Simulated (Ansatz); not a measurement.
Ideal-gas functions of BH$_{4}$NO$_{2}$, SMILES `NB(O)O` at 800 K and 1 bar, from an Ansatz frequency run at PBE0-D4/def2-TZVP.

Molar mass 60.85 g/mol, point group Cs (symmetry number 1), electronic degeneracy 1, moments of inertia 50.719, 54.514, 105.234 u Å². Harmonic wavenumbers (cm⁻¹, unscaled): 238, 366, 390, 437, 476, 533, 658, 868, 896, 1002, 1025, 1436, 1461, 1636, 3656, 3758, 3909, 3926.

Use S(trans) = R[1.5 ln M + 2.5 ln T − 1.1517]; rotational temperatures θ = 24.2544 K / I; S(rot) = R[ln(√π/σ · √(T³/θAθBθC)) + 1.5]; for each mode x = 1.438777 ν̃/T, S = R[x/(eˣ − 1) − ln(1 − e⁻ˣ)] and H = RT x/(eˣ − 1); 1 cm⁻¹ = 0.0119627 kJ/mol; R = 8.31446 J/(mol·K).

**Question.** By hand: the entropy, in J/(mol·K).

**Answer.** Translation 180.6. Rotation: θ = 0.4782, 0.4449, 0.2305 K, giving 113.1. Vibration, mode by mode: 15.43, 11.94, 11.43, 10.53, 9.86, 8.98, 7.38, 5.41, 5.19, 4.46, 4.31, 2.41, 2.33, 1.81, 0.09, 0.07, 0.06, 0.06, in all 101.7. Electronic 0.0. Sum 395.4 J/(mol·K).

**Question.** By hand: H − E and G − E in kJ/mol, counted from the electronic energy.

**Answer.** Zero-point energy ½ × 26671 × 0.0119627 = 159.5; thermal vibration 44.8; translation, rotation and pV give 4 RT = 26.6. H − E = 230.9 kJ/mol, and G − E = 230.9 − 800 × 395.4/1000 = -85.4 kJ/mol.

Vibration gives 26 % of the entropy. The sum counts one conformer and one mirror image; others add a mixing term.
